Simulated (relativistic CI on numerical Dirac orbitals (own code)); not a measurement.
**Ta II: what numerical and physical settings do to a radial Dirac CI calculation**

Reference input:

```
atom Ta  Z=73  charge=1  electrons=72
nucleus A=181  rms_radius_fm=5.3507
hamiltonian dirac-coulomb  breit=on  qed=on  c_scale=1
orbitals kli  potential=per-configuration
slater_scale 1
correlation none
mixing on
grid step=0.0125 r_max=129.7
scf mixing=0.4 start=green max_iterations=150 tolerance=2e-08 node_fill=0.05
configurations
  [Xe] 4f14 5d3 6s
  [Xe] 4f14 5d2 6s2
end
```

Computed lowest total energy -15588.90088 Ha, first excitation 849.0 cm⁻¹, 28 SCF steps. Runs with settings changed; * marks those that are bad on purpose (the QED terms keep the true α when c is scaled):

```csv
Changed,Outcome,Lowest level,ΔE (Ha),First excitation (cm⁻¹),SCF steps,Message
Slater scale 0.5,converged,5d³6s ⁵F1,0.0414,902.9,28,
QED terms off,converged,5d³6s ⁵F1,-11.1,845.8,28,
"SCF mixing 0.7, nuclear radius 4.8156 fm",converged,5d³6s ⁵F1,-0.364,849.0,47,
"speed of light × 2, end of the grid at 389.1 bohr, QED terms off",converged,5d³6s ⁵F1,611,226.2,27,
configuration list: overfill *,refused,,,,0,configuration [Xe] 4f14 6s3: a shell holds more than 4l+2 electrons
nuclear radius 535.07 fm *,converged,5d³6s ⁵F1,1820,1098.6,26,
```

With so few configurations and no correlation, terms lie too far apart (by 10 to 50 % near neutrality), their order can be wrong, and levels of other configurations are missing.
